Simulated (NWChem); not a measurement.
System: C4H4OS; SMILES Oc1cccs1

The following NWChem deck was run.

```
start job
memory heap 200 mb stack 900 mb global 1100 mb
geometry units angstroms noautosym nocenter noautoz
  O     -0.158551    -2.157826     0.000000
  C     -0.225845    -0.816556     0.000000
  C     -1.376471    -0.074371     0.000000
  C     -1.108157     1.325410     0.000000
  C      0.223872     1.627783     0.000000
  S      1.189901     0.193790     0.000000
  H      0.758039    -2.451971     0.000000
  H     -2.366973    -0.528463     0.000000
  H     -1.887524     2.089211     0.000000
  H      0.705863     2.603655     0.000000
end
basis spherical
  * library pcsseg-1
end
dft
  xc pbe0
  iterations 150
end
property
  shielding
end
task dft property
```

Parts of the log:

```
             Northwest Computational Chemistry Package (NWChem) 7.3.0
             --------------------------------------------------------

                             Geometry "geometry" -> ""
                             -------------------------

 Output coordinates in angstroms (scale by  1.889725989 to convert to a.u.)

  No.       Tag          Charge          X              Y              Z
 ---- ---------------- ---------- -------------- -------------- --------------
    1 O                    8.0000    -0.15855100    -2.15782600     0.00000000
    2 C                    6.0000    -0.22584500    -0.81655600     0.00000000
    3 C                    6.0000    -1.37647100    -0.07437100     0.00000000
    4 C                    6.0000    -1.10815700     1.32541000     0.00000000
    5 C                    6.0000     0.22387200     1.62778300     0.00000000
    6 S                   16.0000     1.18990100     0.19379000     0.00000000
    7 H                    1.0000     0.75803900    -2.45197100     0.00000000
    8 H                    1.0000    -2.36697300    -0.52846300     0.00000000
    9 H                    1.0000    -1.88752400     2.08921100     0.00000000
   10 H                    1.0000     0.70586300     2.60365500     0.00000000

 Effective nuclear repulsion energy (a.u.)     275.2607042785

                              NWChem Property Module
                              ----------------------

  itol2e modified to match energy
  convergence criterion.

                                 NWChem DFT Module
                                 -----------------

 Summary of "ao basis" -> "ao basis" (spherical)
 ------------------------------------------------------------------------------
       Tag                 Description            Shells   Functions and Types
 ---------------- ------------------------------  ------  ---------------------
 O                          pcsseg-1                 7       17   3s3p1d
 C                          pcsseg-1                 7       17   3s3p1d
 S                          pcsseg-1                10       24   4s5p1d
 H                          pcsseg-1                 3        5   2s1p

  itol2e modified to match energy
  convergence criterion.

            General Information
            -------------------
          SCF calculation type: DFT
          Wavefunction type:  closed shell.
          No. of atoms     :    10
          No. of electrons :    52
           Alpha electrons :    26
            Beta electrons :    26
          Charge           :     0
          Spin multiplicity:     1
          Use of symmetry is: off; symmetry adaption is: off
          Maximum number of iterations: 150
          AO basis - number of functions:   129
                     number of shells:    57
          Convergence on energy requested:  1.00D-07
          Convergence on density requested:  1.00D-05
          Convergence on gradient requested:  5.00D-04

              XC Information
              --------------
                         PBE0 Method XC Functional
                     Hartree-Fock (Exact) Exchange  0.250
          PerdewBurkeErnzerhof Exchange Functional  0.750
            Perdew 1991 LDA Correlation Functional  1.000 local
           PerdewBurkeErnz. Correlation Functional  1.000 non-local

[...]

          -----------------------------------------
          Chemical Shielding Tensors (GIAO, in ppm)
          -----------------------------------------

                                NWChem CPHF Module
                                ------------------

  scftype          =     RHF
  nclosed          =       26
  nopen            =        0
  variables        =     2678
  # of vectors     =        3
  tolerance        = 0.10D-03
  level shift      = 0.00D+00
  max iterations   =       50
  max subspace     =       30

 SCF residual:    5.0556851437043024E-005

Iterative solution of linear equations
  No. of variables     2678
  No. of equations        3
  Maximum subspace       30
        Iterations       50
       Convergence  1.0D-04

   iter   nsub   residual    time
   ----  ------  --------  ---------
     1      3    6.69D-01     126.0
     2      6    4.83D-02     134.8
     3      9    3.69D-03     143.8
     4     12    2.02D-04     153.3
     5     15    1.18D-05     162.3

      Atom:    1  O
        Diamagnetic
    392.4234     -8.1828     -0.0000
     -8.1828    407.9180     -0.0000
     -0.0000     -0.0000    376.0275

        Paramagnetic
   -232.2647     11.9989      0.0000
     11.9989   -163.2562      0.0000
      0.0000      0.0000   -111.7720

        Total Shielding Tensor
    160.1587      3.8162     -0.0000
      3.8162    244.6618      0.0000
     -0.0000      0.0000    264.2555

           isotropic =     223.0253
          anisotropy =      61.8452

          Principal Components and Axis System
                 1           2           3
              264.2555    244.8338    159.9867

      1         0.0000      0.0450      0.9990
      2         0.0000      0.9990     -0.0450
      3         1.0000     -0.0000      0.0000

      Atom:    2  C
        Diamagnetic
    258.8825      3.0525      0.0000
      3.0525    271.4760      0.0000
      0.0000      0.0000    234.5593

        Paramagnetic
   -244.0739    -20.4239      0.0000
    -20.4239   -322.7894     -0.0000
      0.0000     -0.0000   -152.4004

        Total Shielding Tensor
     14.8086    -17.3714      0.0000
    -17.3714    -51.3135     -0.0000
      0.0000     -0.0000     82.1589

           isotropic =      15.2180
          anisotropy =     100.4113

          Principal Components and Axis System
                 1           2           3
               82.1589    -55.5994     19.0945

      1         0.0000      0.2395      0.9709
      2        -0.0000      0.9709     -0.2395
      3         1.0000      0.0000     -0.0000

      Atom:    3  C
        Diamagnetic
    256.5621     -6.2308      0.0000
     -6.2308    264.4847      0.0000
      0.0000      0.0000    229.5834

        Paramagnetic
   -208.2297    -19.6298     -0.0000
    -19.6298   -231.5789     -0.0000
     -0.0000     -0.0000    -80.6142

        Total Shielding Tensor
     48.3324    -25.8606     -0.0000
    -25.8606     32.9059      0.0000
     -0.0000      0.0000    148.9693

           isotropic =      76.7358
          anisotropy =     108.3501

          Principal Components and Axis System
                 1           2           3
              148.9693     67.6055     13.6328

      1        -0.0000      0.8018      0.5976
      2         0.0000     -0.5976      0.8018
      3         1.0000      0.0000      0.0000

      Atom:    4  C
        Diamagnetic
    261.1220      4.7852      0.0000
      4.7852    259.8373     -0.0000
      0.0000     -0.0000    231.9659

        Paramagnetic
   -229.2280     20.1242     -0.0000
     20.1242   -281.7752      0.0000
     -0.0000      0.0000    -83.7325

        Total Shielding Tensor
     31.8940     24.9094     -0.0000
     24.9094    -21.9379      0.0000
     -0.0000      0.0000    148.2334

           isotropic =      52.7298
          anisotropy =     143.2554

          Principal Components and Axis System
                 1           2           3
              148.2334     41.6515    -31.6955

      1        -0.0000      0.9311     -0.3647
      2         0.0000      0.3647      0.9311
      3         1.0000      0.0000     -0.0000

      Atom:    5  C
        Diamagnetic
    266.0608     -5.4999      0.0000
     -5.4999    263.5345     -0.0000
      0.0000     -0.0000    237.8272

        Paramagnetic
   -174.0235      4.3595      0.0000
      4.3595   -279.5623      0.0000
      0.0000      0.0000   -101.3532

        Total Shielding Tensor
     92.0373     -1.1404      0.0000
     -1.1404    -16.0277      0.0000
      0.0000      0.0000    136.4740

           isotropic =      70.8279
          anisotropy =      98.4692

          Principal Components and Axis System
                 1           2           3
              136.4740     92.0494    -16.0398

      1         0.0000      0.9999      0.0106
      2         0.0000     -0.0106      0.9999
      3         1.0000     -0.0000     -0.0000

      Atom:    6  S
        Diamagnetic
   1057.3961      1.1370      0.0000
      1.1370   1059.4511      0.0000
      0.0000      0.0000   1046.0616

        Paramagnetic
   -837.6537     63.4878     -0.0000
     63.4878   -706.0511      0.0000
     -0.0000      0.0000   -666.0368

        Total Shielding Tensor
    219.7424     64.6248     -0.0000
     64.6248    353.3999      0.0000
     -0.0000      0.0000    380.0248

           isotropic =     317.7224
          anisotropy =      93.4536

          Principal Components and Axis System
                 1           2           3
              380.0248    379.5360    193.6064

      1         0.0000      0.3749      0.9271
      2         0.0000      0.9271     -0.3749
      3         1.0000     -0.0000      0.0000

      Atom:    7  H
        Diamagnetic
     39.5985     -7.7686     -0.0000
     -7.7686     33.2198     -0.0000
     -0.0000     -0.0000     19.8565

        Paramagnetic
     -7.0684      3.1376      0.0000
      3.1376     -2.5837     -0.0000
      0.0000     -0.0000     -1.3342

[...]
```

Level: PBE0/pcSseg-1, GIAO. Structure relaxed at the PBE0/def2-SVP level. The printed shielding anisotropy is the first printed principal value minus the mean of the other two.
